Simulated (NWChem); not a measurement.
HfSF2; SMILES [Hf]([F])([F])=[S]

Computed with NWChem. Structure relaxed at the PBE0/def2-SVP level. def2 effective core potentials on Hf; no spin-orbit coupling. LC-ωPBE (HJS hole) with def2-SVP; x = 1 − exp(−ω/0.25 bohr⁻¹) is a scale chosen for this fit.

```
row           x  −ε(HOMO) (eV)
--------  -----  -------------
ω = 0.05  0.181           6.71
ω = 0.20  0.551           8.46
ω = 0.25  0.632       withheld
ω = 0.50  0.865           9.95
ω = 0.60  0.909          10.16
```

Problem. Fit a straight line of the last column on the one before it, predict the withheld value, and compare with the run.

Solution. 
1. Means of the 4 shown rows: x = 0.6265, y = 8.820. Slope Σ(x − x̄)(y − ȳ)/Σ(x − x̄)² = 1.615/0.3409 = 4.739; intercept 5.851.
2. The shown rows scatter about the line by 0.001 (root mean square); the largest residual is 0.00, at ω = 0.20.
3. At x = 0.632 (ω = 0.25; inside the shown range) the line gives 8.85.
4. The run gives 8.85, 0.00 from the line.
